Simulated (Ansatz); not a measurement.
Relaxation of Cl3FH5O2SiTa (13 atoms, charge 0, multiplicity 1), to a largest force component of 0.03 eV/Å in at most 50 steps.

The calculation used RKS PBE/def2-SVP (Ansatz).

```xyz
13
Properties=species:S:1:pos:R:3
Ta -0.128 0.428 0.004
O 1.827 0.077 -0.022
H 2.278 0.056 0.846
Cl 0.062 0.138 2.351
Cl -0.001 0.763 -2.300
F -0.679 2.190 0.281
Cl -1.943 -0.997 -0.099
O 0.940 -2.431 -0.994
Si 0.884 -4.055 -0.516
H 0.767 -4.952 -1.715
H 2.123 -4.415 0.262
H -0.329 -4.237 0.351
H 1.800 -1.950 -0.900
```

Task: Where does it end, and by what steps?

Result: The forces met the threshold. After 16 steps the energy has fallen by 0.616 eV; H10 moved furthest, 1.38 Å. Joined: Ta1–O8 (3.21 → 2.27 Å).

```tsv
step	energy less start (eV)	largest force component (eV/Å)	accepted
0	0.0000	1.145	yes
1	-0.1210	0.364	yes
2	-0.3055	0.765	yes
3	-0.4507	0.547	yes
4	-0.4948	0.477	yes
5	-0.5129	0.414	yes
6	-0.5348	0.325	yes
7	-0.5411	0.212	yes
8	-0.5533	0.115	yes
9	-0.5660	0.172	yes
10	-0.5732	0.336	yes
11	-0.5872	0.282	yes
12	-0.6104	0.228	yes
13	-0.6129	0.131	yes
14	-0.6134	0.091	yes
15	-0.6157	0.035	yes
16	-0.6160	0.025	yes
```

```xyz
13
Properties=species:S:1:pos:R:3
Ta 0.091 -0.052 -0.176
O 1.933 0.463 0.051
H 2.391 0.576 0.905
Cl 0.069 -0.390 2.190
Cl 0.322 0.110 -2.512
F -0.820 1.578 -0.041
Cl -1.771 -1.534 -0.343
O 1.136 -2.057 -0.366
Si 0.598 -3.719 -0.424
H -0.177 -3.951 -1.677
H 1.895 -4.478 -0.453
H -0.168 -4.019 0.820
H 2.102 -1.912 -0.423
```

Whether the end is a true minimum wasn't checked by a vibrational analysis.

The run took 54 s on 4 threads of Arm Neoverse V2 (shared host), peak memory 0.3 GiB.
